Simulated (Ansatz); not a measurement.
`C[BH][GeH2][F]` and `C[BH][GeH2][Cl]` differ in one atom or group.

Ansatz, PBE0-D4/def2-TZVP geometries, multiplicity 1. Each molecule was computed in one conformer, which needn't be the lowest.

Scalar relativity is left out up to krypton.

```json
{"property": "LUMO energy (PBE0/def2-TZVPP) / eV", "`C[BH][GeH2][F]`": "-2.13"}
{"property": "HOMO–LUMO gap (B3LYP/def2-TZVPP) / eV", "`C[BH][GeH2][F]`": "5.54"}
{"property": "LUMO energy (ωB97M-V/def2-TZVPP) / eV", "`C[BH][GeH2][F]`": "-0.17"}
{"property": "HOMO energy (ωB97M-V/def2-TZVPP) / eV", "`C[BH][GeH2][F]`": "-10.23"}
{"property": "HOMO–LUMO gap (PBE0/def2-TZVPP) / eV", "`C[BH][GeH2][F]`": "5.93"}
{"property": "HOMO energy (PBE/def2-TZVPP) / eV", "`C[BH][GeH2][F]`": "-6.79"}
```

**Question.** What does the change do to each property? (Best estimate.)

**Answer.** Computed: 
| property | `C[BH][GeH2][Cl]` | shift |
| --- | --- | --- |
| LUMO energy (PBE0/def2-TZVPP) / eV | -2.12 | 0.01 |
| HOMO–LUMO gap (B3LYP/def2-TZVPP) / eV | 5.38 | -0.16 |
| LUMO energy (ωB97M-V/def2-TZVPP) / eV | -0.16 | 0.01 |
| HOMO energy (ωB97M-V/def2-TZVPP) / eV | -10.06 | 0.17 |
| HOMO–LUMO gap (PBE0/def2-TZVPP) / eV | 5.79 | -0.14 |
| HOMO energy (PBE/def2-TZVPP) / eV | -6.67 | 0.12 |

B3LYP here is the variant with VWN-RPA as its local correlation; programs differ in this.
